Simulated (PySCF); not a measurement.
PySCF input file for In(NCO)(OMe)2 (C3H6InNO3), SMILES C[O][In]([N]=C=O)[O]C, TDA-ωB97X/def2-SVPD. Geometry optimised at B3LYP-D3(BJ)/def2-SVP. The def2 effective core potentials stand for the cores of In; spin–orbit coupling is left out. Other conformers were not sampled.

```python
import numpy as np
from pyscf import gto, scf, dft, tdscf

mol = gto.M(
    atom='''
    In   -0.05570719   -0.21580141   -0.11266728
    N     0.19333720    1.68175609    0.60014543
    C     0.82971355    2.32426693    1.40471814
    O     1.40812511    3.01020083    2.16118579
    O    -1.39130549   -0.45215760   -1.57253322
    C    -2.24151268    0.59554942   -1.99018613
    H    -1.83516753    1.60645943   -1.79676054
    H    -2.40683503    0.50674709   -3.07911762
    H    -3.22999971    0.53411602   -1.49582387
    O     1.06761666   -1.68259719    0.63032856
    C     0.96417580   -3.02246352    0.19711485
    H     1.19147439   -3.15043922   -0.87856242
    H     1.70062103   -3.61887619    0.76385780
    H    -0.03355122   -3.46371546    0.38435493
    ''',
    basis='def2-SVPD',
    ecp={'In': 'def2-svp'},
    charge=0,
    spin=0,
    max_memory=1600,
    verbose=4,
)
mf = dft.RKS(mol, xc='wb97x').density_fit(auxbasis='def2-universal-jkfit')
mf.grids.level = 3
mf.conv_tol = 1e-9
mf.max_cycle = 100
mf.kernel()
mf.grids = dft.Grids(mol).set(level=1).build(with_non0tab=True)  # coarser grid for the response kernel
td = tdscf.TDA(mf)
td.singlet = True
td.nstates = 6
td.conv_tol = 1e-4
td.kernel(x0=td.get_init_guess(mf, 11))
td.analyze()
tt = tdscf.TDA(mf)
tt.singlet = False
tt.nstates = 2
tt.conv_tol = 1e-4
tt.kernel(x0=tt.get_init_guess(mf, 7))
tt.analyze(verbose=3)
```

Program output:

```
PySCF version 2.14.0

[INPUT] verbose = 4
[INPUT] num. atoms = 14
[INPUT] num. electrons = 76
[INPUT] charge = 0
[INPUT] spin (= nelec alpha-beta = 2S) = 0
[INPUT] symmetry False subgroup None
[INPUT] Mole.unit = angstrom
[INPUT] Symbol           X                Y                Z      unit          X                Y                Z       unit  Magmom
[INPUT]  1 In    -0.055707190000  -0.215801410000  -0.112667280000 AA   -0.105271332269  -0.407805562195  -0.212910302400 Bohr   0.0
[INPUT]  2 N      0.193337200000   1.681756090000   0.600145430000 AA    0.365354357690   3.178058418419   1.134110497609 Bohr   0.0
[INPUT]  3 C      0.829713550000   2.324266930000   1.404718140000 AA    1.567931371341   4.392227938084   2.654532566808 Bohr   0.0
[INPUT]  4 O      1.408125110000   3.010200830000   2.161185790000 AA    2.660970807023   5.688455148638   4.084049247402 Bohr   0.0
[INPUT]  5 O     -1.391305490000  -0.452157600000  -1.572533220000 AA   -2.629186331704  -0.854454029141  -2.971657107580 Bohr   0.0
[INPUT]  6 C     -2.241512680000   0.595549420000  -1.990186130000 AA   -4.235845069940   1.125425297444  -3.760906722608 Bohr   0.0
[INPUT]  7 H     -1.835167530000   1.606459430000  -1.796760540000 AA   -3.467964024395   3.035768352925  -3.395385332026 Bohr   0.0
[INPUT]  8 H     -2.406835030000   0.506747090000  -3.079117620000 AA   -4.548259033709   0.957613214520  -5.818689007123 Bohr   0.0
[INPUT]  9 H     -3.229999710000   0.534116020000  -1.495823870000 AA   -6.103814834325   1.009332996543  -2.826697444887 Bohr   0.0
[INPUT] 10 O      1.067616660000  -1.682597190000   0.630328560000 AA    2.017503093423  -3.179647867063   1.191148346891 Bohr   0.0
[INPUT] 11 C      0.964175800000  -3.022463520000   0.197114850000 AA    1.822028197933  -5.711628274289   0.372493081585 Bohr   0.0
[INPUT] 12 H      1.191474390000  -3.150439220000  -0.878562420000 AA    2.251560281533  -5.953467297888  -1.660242357135 Bohr   0.0
[INPUT] 13 H      1.700621030000  -3.618876190000   0.763857800000 AA    3.213707988376  -6.838684877809   1.443482040113 Bohr   0.0
[INPUT] 14 H     -0.033551220000  -3.463715460000   0.384354930000 AA   -0.063402616945  -6.545473592822   0.726325552326 Bohr   0.0

nuclear repulsion = 468.116236024339
number of shells = 95
number of NR pGTOs = 346
number of NR cGTOs = 229
basis = def2-SVPD
ecp = {'In': 'def2-svp'}


******** <class 'pyscf.df.df_jk.DFRKS'> ********
method = DFRKS
initial guess = minao
damping factor = 0
level_shift factor = 0
DIIS = <class 'pyscf.scf.diis.CDIIS'>
diis_start_cycle = 1
diis_space = 8
diis_damp = 0
SCF conv_tol = 1e-09
SCF conv_tol_grad = None
SCF max_cycles = 100
direct_scf = False
XC library pyscf.dft.libxc version 7.1.2
    S. Lehtola, C. Steigemann, M. J. T. Oliveira, and M. A. L. Marques,  SoftwareX 7, 1–5 (2018)
XC functionals = wb97x
    J.-D. Chai and M. Head-Gordon,  J. Chem. Phys. 128, 084106 (2008)
radial grids:
    Treutler-Ahlrichs [JCP 102, 346 (1995); DOI:10.1063/1.469408] (M4) radial grids

becke partition: Becke, JCP 88, 2547 (1988); DOI:10.1063/1.454033
pruning grids: <function nwchem_prune>
grids dens level: 3
symmetrized grids: False
atomic radii adjust function: <function treutler_atomic_radii_adjust>
small_rho_cutoff = 0
Set gradient conv threshold to 3.16228e-05
Initial guess from minao.
tot grids = 179224
******** <class 'pyscf.df.df.DF'> ********
auxbasis = def2-universal-jkfit
Create RSH-DF object <pyscf.df.df.DF object> for omega=0.3
******** <class 'pyscf.df.df.DF'> ********
auxbasis = auxmol.basis = def2-universal-jkfit
init E= -567.118067822694
  HOMO = -0.61779126237706  LUMO = -0.587476047384257  gap/eV = 0.82492
cycle= 1 E= -586.91876093555  delta_E= -19.8  |g|= 2.19  |ddm|= 18.7
  HOMO = -0.091543652568653  LUMO = 0.0698187501106362  gap/eV = 4.39089
cycle= 2 E= -587.157730024068  delta_E= -0.239  |g|= 2.29  |ddm|= 15.1
  HOMO = -0.37543841088463  LUMO = -0.0268804105429865  gap/eV = 9.48475
cycle= 3 E= -588.13348657509  delta_E= -0.976  |g|= 0.35  |ddm|= 3.55
  HOMO = -0.371101568607192  LUMO = -0.0161531845950762  gap/eV = 9.65864
cycle= 4 E= -588.150626146664  delta_E= -0.0171  |g|= 0.237  |ddm|= 0.569
  HOMO = -0.386452760902961  LUMO = -0.0187236158614148  gap/eV = 10.00642
cycle= 5 E= -588.162627595161  delta_E= -0.012  |g|= 0.0609  |ddm|= 0.324
  HOMO = -0.387697325241272  LUMO = -0.0149269256922828  gap/eV = 10.14360
cycle= 6 E= -588.163521209612  delta_E= -0.000894  |g|= 0.022  |ddm|= 0.0997
  HOMO = -0.38501293777007  LUMO = -0.0132484602343546  gap/eV = 10.11623
cycle= 7 E= -588.163724605382  delta_E= -0.000203  |g|= 0.00586  |ddm|= 0.0485
  HOMO = -0.385716396918782  LUMO = -0.0137186813071963  gap/eV = 10.12257
cycle= 8 E= -588.163753142729  delta_E= -2.85e-05  |g|= 0.00364  |ddm|= 0.0255
  HOMO = -0.385432331307062  LUMO = -0.013826678008666  gap/eV = 10.11190
cycle= 9 E= -588.163758576375  delta_E= -5.43e-06  |g|= 0.00111  |ddm|= 0.00866
  HOMO = -0.385456502714295  LUMO = -0.0138531709531193  gap/eV = 10.11184
cycle= 10 E= -588.163759369481  delta_E= -7.93e-07  |g|= 0.000323  |ddm|= 0.00376
  HOMO = -0.385444389467662  LUMO = -0.0138481886197326  gap/eV = 10.11165
cycle= 11 E= -588.163759454994  delta_E= -8.55e-08  |g|= 8.04e-05  |ddm|= 0.00119
  HOMO = -0.385438092305276  LUMO = -0.0138468094188724  gap/eV = 10.11151
cycle= 12 E= -588.163759460974  delta_E= -5.98e-09  |g|= 3.16e-05  |ddm|= 0.000343
  HOMO = -0.385442375837963  LUMO = -0.0138497411680554  gap/eV = 10.11155
cycle= 13 E= -588.163759461648  delta_E= -6.74e-10  |g|= 1.82e-05  |ddm|= 0.000122
  HOMO = -0.385439633700076  LUMO = -0.0138486978785188  gap/eV = 10.11150
Extra cycle  E= -588.163759461732  delta_E= -8.34e-11  |g|= 2.13e-05  |ddm|= 5.25e-05
converged SCF energy = -588.163759461732
tot grids = 59120


******** <class 'pyscf.tdscf.rks.TDA'> for <class 'pyscf.df.df_jk.DFRKS'> ********
nstates = 6 singlet
deg_eia_thresh = 1.000e-03
wfnsym = None
conv_tol = 0.0001
eigh lindep = 1e-12
eigh level_shift = 0
eigh max_cycle = 100


Excitation energies (eV)
[4.73758169 5.08017352 5.42344905 5.79236826 5.94287883 6.2410528 ]

** Singlet excitation energies and oscillator strengths **
Excited State   1:      4.73758 eV    261.70 nm  f=0.0003
      37 -> 39        0.18159
      38 -> 39       -0.65451
Excited State   2:      5.08017 eV    244.06 nm  f=0.0147
      34 -> 39        0.17506
      36 -> 39       -0.27174
      37 -> 39        0.57354
      38 -> 39        0.15926
Excited State   3:      5.42345 eV    228.61 nm  f=0.0697
      35 -> 39        0.11796
      36 -> 39       -0.54946
      37 -> 39       -0.24993
      38 -> 40       -0.28500
Excited State   4:      5.79237 eV    214.05 nm  f=0.0512
      33 -> 39        0.22167
      35 -> 39       -0.57454
      36 -> 39       -0.10985
      37 -> 40        0.24140
Excited State   5:      5.94288 eV    208.63 nm  f=0.0201
      34 -> 39       -0.63602
      37 -> 39        0.15903
Excited State   6:      6.24105 eV    198.66 nm  f=0.0044
      33 -> 39        0.58208
      34 -> 40        0.20546
      35 -> 39        0.24331
      35 -> 42        0.10173

** Transition electric dipole moments (AU) **
state          X           Y           Z        Dip. S.      Osc.
  1        -0.0139      0.0437     -0.0196      0.0025      0.0003
  2        -0.2189     -0.0925      0.2485      0.1182      0.0147
  3        -0.4845      0.2235     -0.4901      0.5249      0.0697
  4        -0.0242      0.5790      0.1577      0.3607      0.0512
  5         0.2460      0.0283     -0.2769      0.1380      0.0201
  6        -0.1017     -0.1336     -0.0260      0.0289      0.0044

WARN: ECP detected. Skipping calculation of transition velocity and magnetic dipole moments, which have not yet been implemented.



******** <class 'pyscf.tdscf.rks.TDA'> for <class 'pyscf.df.df_jk.DFRKS'> ********
nstates = 2 triplet
deg_eia_thresh = 1.000e-03
wfnsym = None
conv_tol = 0.0001
eigh lindep = 1e-12
eigh level_shift = 0
eigh max_cycle = 100


Excitation energies (eV)
[4.36962306 4.56287645]

** Triplet excitation energies and oscillator strengths **
Excited State   1:      4.36962 eV    283.74 nm  f=0.0000
Excited State   2:      4.56288 eV    271.72 nm  f=0.0000
```

The calculation finished and met its thresholds.
